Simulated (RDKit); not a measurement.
A run for RDKit: UFF on CH8SSi (a complex), monomers drawn apart or pushed together.

```python
from rdkit import Chem
from rdkit.Chem import AllChem, rdDetermineBonds

blocks = [
'''3

S    -0.00899415   -0.53450535    0.30545501
H    -0.02062415   -1.57213420    1.15728415
H    -1.14679066   -0.03469494    0.81338900
''',
'''8

C     1.13902885    1.21924541    4.40711954
Si   -0.37959383    0.18617660    4.77105887
H     1.99762902    0.86351868    4.97958078
H     0.96918003    2.26552935    4.66765434
H     1.38598731    1.16430271    3.34599042
H    -0.15118083   -1.23654339    4.41444237
H    -1.54748542    0.66688031    3.99103978
H    -0.73385767    0.24661001    6.21054617
''',
]
mol = None
for b in blocks:
    f = Chem.MolFromXYZBlock(b)
    rdDetermineBonds.DetermineBonds(f, charge=0)
    mol = f if mol is None else Chem.CombineMols(mol, f)
Chem.SanitizeMol(mol)
print(Chem.MolToSmiles(Chem.RemoveHs(mol)))
ff = AllChem.UFFGetMoleculeForceField(mol, vdwThresh=100.0, ignoreInterfragInteractions=False)
e = ff.CalcEnergy()
print(f'UFF energy {e:.6f} kcal/mol')
```

It printed:

```
C[SiH3].S
UFF energy 1.278304 kcal/mol
```

The run finished.

Cost: about 0.04 core-seconds (a rough figure).
